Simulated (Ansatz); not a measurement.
Z-matrix (Å, degrees):
```
Te
H 1 1.6664
H 1 1.6664 2 90.43
```
Charge +1, spin multiplicity 2.

The numbers are results of frozen-core CCSD(T)/def2-TZVPP // PBE0-D3(BJ)/def2-TZVP (Ansatz, a program for electronic structure), not measurements.

```json
{
 "HF energy": "-267.85822 Ha",
 "MP2 correlation energy": "-0.44237 Ha"
}
```

Question: Estimate the CCSD correlation energy, the (T) correction, the total energy and the T1 diagnostic.

Answer: 
The CCSD correlation energy is -0.43533 Ha and the (T) correction comes out as -0.00814 Ha. The CCSD(T) total energy is -268.30169 Ha. The T1 diagnostic comes out as 0.011.
